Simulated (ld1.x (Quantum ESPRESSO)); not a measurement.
## What one change does to a pseudopotential (iodine, TM)

* Element: iodine (I)
* Generator: ld1.x (Quantum ESPRESSO) 7.5
* Type: norm-conserving Troullier–Martins (Kleinman–Bylander form)
* Functional: PBE
* Relativity: scalar-relativistic
* Frozen core: [Kr]
* Valence charge: 17
* Reference configuration: 4d10 5s2 5p5
* Partial waves: 5p (bound): rc 1.85 bohr; 4d (bound): rc 1.25 bohr; 5s (bound): rc 1.30 bohr
* Local potential: the s channel
* Core correction: none

Change: wave 5p (bound): rc 1.85 bohr becomes 5p (bound): rc 2.38 bohr.

Cutoffs: the cutoffs (Ry, on a coarse ladder) from which the occupation-weighted sum of valence levels, in a spherical-Bessel basis at the reference potential, stays within 10 and 1 mRy of its value at 400 Ry; they do not see the model core or the augmentation charge, which bear on the density cutoff. Errors are all-electron minus pseudo energies relative to the spin-unpolarised reference configuration.

Task: What does the change do?

Result: The potential gets neither clearly harder nor softer (140 Ry and 230 Ry → 140 Ry and 230 Ry); both files keep a bound ghost (p); of the 7 tests that both files solve, the error grows in 0 and shrinks in 3 by more than 15 % and 0.3 meV (median size 2.4 → 2.1 meV). That the errors move this way runs against the usual rule that smaller radii transfer better.

| quantity | base | changed |
| --- | --- | --- |
| cutoff, loose | 140 Ry | 140 Ry |
| cutoff, tight | 230 Ry | 230 Ry |
| bound ghosts | p | p |
| error for 4d10 5s2 5p4, meV [ΔE 11.13 eV] | -2.0 | -2.1 |
| error for 4d10 5s2 5p3, meV [ΔE 30.98 eV] | +0.6 | -0.8 |
| error for 4d10 5s2 5p2, meV [ΔE 60.31 eV] | +20 | +14 |
| error for 4d10 5s1 5p5, meV [ΔE 22.11 eV] | -2.4 | -0.5 |
| error for 4d10 5s2 5p4.5, meV [ΔE 4.53 eV] | -1.0 | -1.1 |
| error for 4d9 5s2 5p6, meV [ΔE 45.86 eV] | -103 | -92 |
| error for 4d10 5s1 5p6, meV [ΔE 10.41 eV] | -6.2 | -4.4 |

 A true bound ghost makes a file unfit for plane-wave use even where its test errors are small: the radial tests pick states by their node count and pass the ghost by.
